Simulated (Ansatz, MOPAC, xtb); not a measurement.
The molecule BH-, multiplicity 2 (lowest of 2S+1 = 2, 4 at CCSD(T)/def2-TZVPP on PBE0 minima; our sources give no spin for the ground state, which may be another). The T1 diagnostic near the minimum is 0.113, so single-reference values are doubtful.

Seven points along R, fitted to fifth degree in 1/R; most abundant isotopes. In def2 and cc sets the state is the lowest found near the PBE0 minimum, followed along R.

Programs: Ansatz (Gaussian basis) for Hartree–Fock, density functionals and correlated methods; MOPAC for AM1, PM3, PM7 (differences of heats of formation); xtb for the GFN methods. Each number belongs to the level named beside it. The GFN methods have no spin term and hold the electronic entropy of 300 K.

```csv
level,r_e (Å),ω_e (cm⁻¹),ω_e x_e (cm⁻¹),B_e (cm⁻¹)
AM1,1.249,2838,82,11.7
PM3,1.235,1786,63,12.0
PM7,1.235,2403,25,12.0
GFN1-xTB,1.229,2148,23,12.1
SVWN5/def2-TZVPP,1.278,2034,57,11.2
PBE/def2-TZVPP,1.278,2021,59,11.2
r2SCAN/def2-TZVPP,1.258,2116,64,11.5
B97M-V/def2-TZVPP,1.274,1976,59,11.2
B3LYP/def2-TZVPP,1.260,2096,62,11.5
PBE0/def2-TZVPP,1.266,2072,47,11.4
BHLYP/def2-TZVPP,1.249,2173,62,11.7
CAM-B3LYP/def2-TZVPP,1.256,2137,60,11.6
wB97X-V/def2-TZVPP,1.264,2116,58,11.4
wB97M-V/def2-TZVPP,1.256,2120,61,11.6
B2PLYP/def2-TZVPP,1.256,2137,61,11.6
CCSD/aug-cc-pVTZ,1.255,2153,63,11.6
CCSD/def2-TZVPP,1.261,2117,62,11.5
CCSD/aug-cc-pVQZ,1.253,2168,64,11.6
CCSD/def2-QZVPP,1.262,2113,62,11.5
CCSD(T)/aug-cc-pVTZ,1.258,2135,63,11.5
CCSD(T)/def2-TZVPP,1.264,2103,62,11.4
CCSD(T)/aug-cc-pVQZ,1.255,2148,63,11.6
CCSD(T)/def2-QZVPP,1.264,2097,62,11.4
"CCSD(T)/CBS(aug-cc-pVTZ, aug-cc-pVQZ)",1.255,2152,62,11.6
"CCSD(T)/CBS(def2-TZVPP, def2-QZVPP)",1.266,2088,60,11.4
```

Cores are frozen in the correlated methods. CBS(a, b) extrapolates the correlation energy as X⁻³ and adds the Hartree–Fock energy of set b. The state that AM1, PM3, PM7 reach isn't checked; PM7 holds dispersion and hydrogen-bond terms.

Doubts at one or more of the structures used: a spin-contaminated determinant (r2SCAN/def2-TZVPP, CCSD/aug-cc-pVTZ, CCSD/def2-TZVPP, CCSD/aug-cc-pVQZ, CCSD/def2-QZVPP, CCSD(T)/aug-cc-pVTZ, CCSD(T)/def2-TZVPP, CCSD(T)/aug-cc-pVQZ, CCSD(T)/def2-QZVPP, CCSD(T)/CBS(aug-cc-pVTZ, aug-cc-pVQZ), CCSD(T)/CBS(def2-TZVPP, def2-QZVPP)); T1 above 0.05 (CCSD/aug-cc-pVTZ, CCSD/def2-TZVPP, CCSD/aug-cc-pVQZ, CCSD/def2-QZVPP, CCSD(T)/aug-cc-pVTZ, CCSD(T)/def2-TZVPP, CCSD(T)/aug-cc-pVQZ, CCSD(T)/def2-QZVPP, CCSD(T)/CBS(aug-cc-pVTZ, aug-cc-pVQZ), CCSD(T)/CBS(def2-TZVPP, def2-QZVPP)).

Ansatz is a first-principles code.
